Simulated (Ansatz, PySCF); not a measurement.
Species: sum formula BeHSBr, charge 0, multiplicity 1. 
Structure (B3LYP-D3(BJ)/def2-TZVP (Ansatz, a quantum-chemistry and plane-wave program) minimum search):
SMILES: [SH][Be][Br]
```xyz
4

Be    -0.4605     0.4338     0.1403
Br     0.9483    -0.8534    -0.3129
S     -1.8126     1.7019     0.5556
H     -2.3446     0.9031     1.5007
```
Charge 0, spin multiplicity 1.

Property: vertical triplet-singlet gap (E(triplet) - E(singlet); each state is the SCF solution reached for its spin), in kcal/mol. Valence correlation only, unless marked. Open shells are spin-unrestricted. Spin-orbit coupling is left out. The frozen core is the preceding noble-gas configuration, with the filled d and f shells of earlier blocks. No relativistic terms. Basis-set limits of correlation are two-point, X^-3; Hartree-Fock from the larger set. The bracket is a focal-point correction in the basis named.

```
level                                                          program  vertical triplet-singlet gap (kcal/mol)  minus last row
-------------------------------------------------------------  -------  ---------------------------------------  --------------
HF/def2-SVPD                                                    Ansatz                                    119.2            -9.4
HF/def2-QZVPPD                                                  Ansatz                                    115.6           -13.0
SVWN5/def2-TZVPD                                                Ansatz                                    118.2           -10.4
PBE/def2-TZVPD                                                  Ansatz                                    114.8           -13.8
B3LYP/def2-TZVPD                                                Ansatz                                    120.1            -8.5
PBE0/def2-TZVPD                                                 Ansatz                                    119.6            -9.0
BHLYP/def2-TZVPD                                                Ansatz                                    122.7            -5.9
M06-2X/def2-TZVPD                                                PySCF                                    125.5            -3.1
CAM-B3LYP/def2-TZVPD                                            Ansatz                                    123.4            -5.2
wB97M-V/def2-TZVPD                                              Ansatz                                    127.3            -1.3
wB97X-V/def2-TZVPD                                              Ansatz                                    128.5            -0.1
B2PLYP/def2-TZVPD                                               Ansatz                                    124.6            -4.0
MP2/def2-SVPD                                                   Ansatz                                    133.3             4.7
MP2/def2-TZVPPD                                                 Ansatz                                    130.7             2.1
RI-MP2/def2-QZVPPD                                              Ansatz                                    131.2             2.6
RI-MP2/CBS(def2-TZVPPD,def2-QZVPPD)                             Ansatz                                    131.7             3.1
CCSD/def2-TZVPPD                                                Ansatz                                    127.0            -1.6
CCSD(T)/def2-SVPD                                               Ansatz                                    129.2             0.6
CCSD(T)/def2-TZVPPD                                             Ansatz                                    127.6            -1.0
RI-MP2/CBS(def2-TZVPPD,def2-QZVPPD)+[CCSD(T)-MP2]/def2-SVPD     Ansatz                                    127.6            -1.0
RI-MP2/CBS(def2-TZVPPD,def2-QZVPPD)+[CCSD(T)-MP2]/def2-TZVPPD   Ansatz                                    128.6             0.0
```
